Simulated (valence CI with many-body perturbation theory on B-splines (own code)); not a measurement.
Zr⁹⁺: calculated level list

Computed by relativistic CI+MBPT: three valence electrons over a frozen Dirac-Fock core [Ar] 3d10, a basis of 11 s, 11 p, 10 d, 8 f, 5 g, 2 h functions for each j, with the one-electron correlation potential Σ1 (screened to all orders), the two-electron term Σ2, the three-electron term Σ3, Breit, model QED; selected single and double excitations, second order for the rest, scaled by the run's own slope (own B-spline code, finite nucleus).

No measured spectrum was set against this ion. As an estimate, levels hold to about 250 cm⁻¹ or 0.2 % of their energy and the worst to 1 %, as in measured heavy ions of charge 2 to 7; those with d or f electrons hold less well.

Levels 46 to 90 of 171, with energies above the lowest level, 4s2.4p 2P°_1/2. "Leading %" is the weight of the configuration and term that name the level; weights of strongly mixed levels are sums over their largest components and can fall short. Lifetimes count E1, E2, E3, M1 and M2 decay at the calculated energies, and are blank where another channel may lead or the interval is too uncertain; long ones can be off by a factor of two.

| No. | Configuration | Term | J | E (cm⁻¹) | Leading % | Second component | Lifetime |
| --- | --- | --- | --- | --- | --- | --- | --- |
| 46 | 4p2.4d | 4F | 3/2 | 717190 | 83 | 6 % 4p2.4d 4D | 95.4 ps |
| 47 | 4p2.4d | 2F | 5/2 | 721230 | 66 | 13 % 4p2.4d 4F | 191 ps |
| 48 | 4p2.4d | 4F | 5/2 | 722640 | 71 | 19 % 4p2.4d 2F | 114 ps |
| 49 | 4p2.4d | 2F | 7/2 | 727460 | 55 | 22 % 4p2.4d 4F | 185 ps |
| 50 | 4p2.4d | 4F | 7/2 | 729350 | 61 | 20 % 4p2.4d 4D | 115 ps |
| 51 | 4p2.4d | 2P | 3/2 | 733390 | 43 | 43 % 4p2.4d 4D | 52.6 ps |
| 52 | 4p2.4d | 4D | 1/2 | 734270 | 85 | 12 % 4p2.4d 2P | 68.1 ps |
| 53 | 4p2.4d | 4F | 9/2 | 734590 | 72 | 21 % 4p2.4d 2G | 123 ps |
| 54 | 4p2.4d | 4D | 5/2 | 741100 | 76 | 10 % 4p2.4d 4F | 67.0 ps |
| 55 | 4p2.4d | 2P | 3/2 | 742520 | 48 | 44 % 4p2.4d 4D | 44.5 ps |
| 56 | 4p2.4d | 2G | 7/2 | 747150 | 59 | 14 % 4p2.4d 4D | 149 ps |
| 57 | 4s.4p.5s | 4P° | 1/2 | 749430 | 96 |  | 17.0 ps |
| 58 | 4p2.4d | 4D | 7/2 | 751310 | 57 | 21 % 4p2.4d 2F | 108 ps |
| 59 | 4s.4p.5s | 4P° | 3/2 | 754900 | 92 | 5 % 4s.4p.5s 2P° | 16.5 ps |
| 60 | 4p2.4d | 2G | 9/2 | 755010 | 63 | 22 % 4p2.4d 4F | 219 ps |
| 61 | 4p2.4d | 2P | 1/2 | 755130 | 81 | 12 % 4p2.4d 4D | 35.5 ps |
| 62 | 4p2.4d | 4P | 5/2 | 766200 | 49 | 41 % 4p2.4d 2D | 13.9 ps |
| 63 | 4s.4p.5s | 2P° | 1/2 | 766480 | 95 |  | 13.8 ps |
| 64 | 4s.4p.5s | 4P° | 5/2 | 768970 | 99 |  | 17.5 ps |
| 65 | 4p2.4d | 2D | 3/2 | 769120 | 43 | 40 % 4p2.4d 4P | 14.1 ps |
| 66 | 4p2.4d | 2D | 5/2 | 773980 | 37 | 33 % 4p2.4d 4P | 14.7 ps |
| 67 | 4p2.4d | 4P | 1/2 | 774900 | 85 | 6 % 4p2.4d 2S | 11.4 ps |
| 68 | 4p2.4d | 4P | 3/2 | 777990 | 50 | 35 % 4p2.4d 2D | 13.6 ps |
| 69 | 4s.4p.5s | 2P° | 3/2 | 781240 | 92 | 6 % 4s.4p.5s 4P° | 12.2 ps |
| 70 | 4p2.4d | 2F | 5/2 | 783040 | 47 | 23 % 4s.4p.4f 2F | 12.9 ps |
| 71 | 4p2.4d | 2F | 7/2 | 786700 | 58 | 34 % 4s.4p.4f 2F | 13.5 ps |
| 72 | 4p2.4d | 2D | 3/2 | 787440 | 81 | 5 % 4p2.4d 2P | 38.1 ps |
| 73 | 4p2.4d | 2P | 1/2 | 792370 | 69 | 16 % 4p2.4d 2S | 19.3 ps |
| 74 | 4s2.5d | 2D | 3/2 | 792710 | 91 |  | 77.9 ps |
| 75 | 4s2.5d | 2D | 5/2 | 793650 | 94 |  | 74.9 ps |
| 76 | 4p2.4d | 2S | 1/2 | 802360 | 69 | 11 % 4p2.4d 4P | 17.7 ps |
| 77 | 4p2.4d | 2P | 3/2 | 804370 | 69 | 11 % 4s.4d2 2P | 18.9 ps |
| 78 | 4p2.4d | 2D | 5/2 | 805440 | 90 |  | 61.3 ps |
| 79 | 4s.4p.4f | 4G | 5/2 | 814700 | 57 | 31 % 4s.4p.4f 4F | 22.4 ps |
| 80 | 4s.4p.4f | 4G | 7/2 | 815510 | 44 | 40 % 4s.4p.4f 4F | 24.2 ps |
| 81 | 4p2.4d | 2D | 5/2 | 815670 | 56 | 18 % 4s.4p.4f 2D | 14.4 ps |
| 82 | 4s.4p.4f | 4F | 3/2 | 816740 | 45 | 17 % 4p2.4d 2D | 20.6 ps |
| 83 | 4s.4p.4f | 4F | 9/2 | 818700 | 44 | 37 % 4s.4p.4f 4G | 26.1 ps |
| 84 | 4p2.4d | 2D | 3/2 | 820580 | 40 | 31 % 4s.4p.4f 4F | 17.2 ps |
| 85 | 4s.4p.4f | 4F | 5/2 | 822000 | 40 | 33 % 4s.4p.4f 4G | 22.3 ps |
| 86 | 4s.4p.4f | 4G | 7/2 | 824950 | 46 | 28 % 4s.4p.4f 4F | 22.9 ps |
| 87 | 4s.4p.5p | 4D | 1/2 | 826890 | 70 | 24 % 4s.4p.5p 2P | 31.3 ps |
| 88 | 4s.4p.5s | 2P° | 1/2 | 830050 | 95 |  | 10.3 ps |
| 89 | 4s.4p.5s | 2P° | 3/2 | 830910 | 95 |  | 11.8 ps |
| 90 | 4s.4p.4f | 4G | 9/2 | 831190 | 54 | 32 % 4s.4p.4f 4F | 24.7 ps |

Names give the largest LS component (configuration and term), which can be under half, so a name can repeat, a term be missing and a line seem to break the LS rules; names also repeat where a configuration has a term twice.

Where two levels of one J and parity lie close, their mixing, g and order are uncertain.
